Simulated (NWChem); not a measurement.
Molecule: 1,1,1-trifluoroethane (C₂H₃F₃); SMILES CC(F)(F)F

Computed with NWChem. Pople sets run with spherical d functions. STO-3G and 3-21G are far too small for this property and stand as cheap habits. All runs use the structure optimised with PBE0/def2-SVP. Vertical excitations in the gas phase; the lowest state need not have the same character in each row.

```json
[
 {"level": "PBE0/3-21G, TDA", "basis functions": "51", "lowest excitation, singlet (eV)": "12.62", "oscillator strength of that lowest state": "0.018", "orbital gap (eV)": "14.16"},
 {"level": "PBE0/6-31G*, TDA", "basis functions": "76", "lowest excitation, singlet (eV)": "12.36", "oscillator strength of that lowest state": "0.022", "orbital gap (eV)": "13.75"},
 {"level": "PBE0/6-31+G*, TDA", "basis functions": "96", "lowest excitation, singlet (eV)": "10.26", "oscillator strength of that lowest state": "0.085", "orbital gap (eV)": "11.44"},
 {"level": "PBE0/def2-SVP, TDA", "basis functions": "85", "lowest excitation, singlet (eV)": "11.57", "oscillator strength of that lowest state": "0.040", "orbital gap (eV)": "12.89"},
 {"level": "PBE0/def2-SVPD, TDA", "basis functions": "133", "lowest excitation, singlet (eV)": "…", "oscillator strength of that lowest state": "…", "orbital gap (eV)": "…"},
 {"level": "PBE0/aug-cc-pVDZ, TDA", "basis functions": "142", "lowest excitation, singlet (eV)": "9.82", "oscillator strength of that lowest state": "0.056", "orbital gap (eV)": "10.87"}
]
```

Complete the blanks.


- PBE0/def2-SVPD, TDA, lowest excitation, singlet (eV): 10.52
- PBE0/def2-SVPD, TDA, oscillator strength of that lowest state: 0.066
- PBE0/def2-SVPD, TDA, orbital gap (eV): 11.75
